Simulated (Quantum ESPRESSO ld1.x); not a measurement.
Species: Pb66+. Configuration: [Ne] 3s2 3p4.

Method: Dirac Kohn-Sham, PBE, spin-unpolarised, spherical densities, point nucleus; open shells fill j = l - 1/2 first; computed with ld1.x of Quantum ESPRESSO 7.5.

Energy parts (hartree):
| part | energy |
|---|---|
| total | -15818.97 |
| kinetic | 19125.98 |
| electron-nucleus | -36238.88 |
| Hartree | 1486.61 |
| exchange-correlation | -192.69 |

Orbitals (lengths in bohr, moments of r in powers of bohr; r(max) is where P^2 peaks; r(90%) holds 90 % of the orbital's charge):
orbital  occ.  eigenvalue (hartree)  r(90%)    r(max)  <1/r>
1s1/2       2            -3436.8584  0.0294  0.009834  101.5
2s1/2       2             -774.1245   0.104   0.05709  25.35
2p1/2       2             -753.3960  0.0907   0.04176  25.22
2p3/2       4             -671.2765   0.102   0.04936  20.17
3s1/2       2             -308.2672   0.237    0.1544  10.05
3p1/2       2             -300.5495   0.227    0.1430  9.953
3p3/2       2             -278.7777   0.245    0.1564  8.580
3d3/2       0             -268.7298   0.215    0.1192  8.440
3d5/2       0             -263.7305   0.220    0.1228  8.133
4s1/2       0             -163.0923   0.430    0.3082  5.239

The highest occupied level is 3p3/2 at -7585.9 eV. Summed over all electrons, <r^2> = 0.2146 bohr^2, which gives a Langevin (diamagnetic) susceptibility term of -0.17 x 10^-6 cm^3/mol. For comparison, the ionisation energy in NIST's Atomic Spectra Database is 7650 eV (theoretical). In exact Kohn-Sham theory the highest level is minus the ionisation energy, but local and semilocal functionals leave it too shallow, through self-interaction and a potential that decays too fast; potentials with the right tail come closer. The density falls to 0.001 e/bohr^3 at r = 0.51 bohr.

Run on one thread of a shared host, so times are rough (Intel(R) Xeon(R) Processor @ 2.60GHz): 0.67 s of CPU time, 0.69 s wall, 21 iterations on 2127 mesh points.

Beside tabulated values, note that spin-unpolarised runs miss the spin-polarisation part of the exchange energy of open shells.
